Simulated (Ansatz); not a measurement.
Job for Ansatz (a program for electronic structure): R-RI-MP2/cc-pVQZ on CH5NOSe (SMILES CO[Se]N), a point of a torsion scan. Files ending in .json are basis or fitting sets from the Basis Set Exchange. The run froze 17 orbitals, filled d shells among them.

Ansatz 0.2 input:
```yaml
crystal:
  periodic: [false, false, false]
  atoms:
    - {symbol: C, position_ang: [-1.52412745, 0.02236149, 0.33477605]}
    - {symbol: O, position_ang: [-0.86667343, 0.55652752, -0.78669784]}
    - {symbol: Se, position_ang: [-0.36665876, 2.32716520, -0.77854073]}
    - {symbol: N, position_ang: [1.32394137, 2.27765074, -0.12766452]}
    - {symbol: H, position_ang: [-2.25469452, 0.71621609, 0.75775123]}
    - {symbol: H, position_ang: [-0.81244674, -0.25890302, 1.11868643]}
    - {symbol: H, position_ang: [-2.04191444, -0.87350817, -0.01171288]}
    - {symbol: H, position_ang: [1.39507146, 1.99910055, 0.84451091]}
    - {symbol: H, position_ang: [1.96112641, 1.73298608, -0.69700637]}
basis:
  gaussian:
    orbitals: cc-pVQZ
    fitting: {mean_field: def2-universal-JKFIT, correlation: cc-pVQZ-RIFIT.json}
magnetization: {spin_polarized: false}
correlation: {method: mp2, electrons: outside_noble_gas}
scf: {lower_state_search: off}
```

It printed:

```
WARN ansatz: RAYON_NUM_THREADS=1 ignored (pool sized by the plan → 1); use --threads N
Functional definition: HF
these checks for a lower state are left out or cut short: stability, starts, cluster_reference, orbital_swaps, neighbouring_geometries, increment
integrals: 0.63 GiB planned
585 factors; integrals over basis functions are off by at most 3.9e0 eV
mean field: 0.98 GiB planned
mean field evaluation 1: about -69930.6864 eV, gradient 3.7e1 eV
mean field evaluation 2: about -69932.7777 eV, gradient 2.2e1 eV
mean field evaluation 4: about -69933.6696 eV, gradient 1.4e0 eV
mean field evaluation 8: about -69933.6765 eV, gradient 1.8e-6 eV
mean field -69933.67647305 eV, -2570.0152076361 hartree, gradient 1.8e-6 eV, S^2 0.000000; 0 other end points of the search recorded, 0 dependent functions left out
17 core orbitals not correlated
897 factors; their error is unknown
reference -69933.67647305 eV, -2570.0152076361 hartree; 13, 13 occupied and 353, 353 virtual orbitals, 897 factors
second order -23.15550723 eV of doubles, -0.00000000 eV of singles
Total energy: -69956.83198028 eV, -2570.8661568313 hartree
Checks for a lower state left out: stability, starts, cluster_reference, orbital_swaps, neighbouring_geometries, increment
```

The calculation finished and met its thresholds.

Cost: very roughly 7 core-seconds.
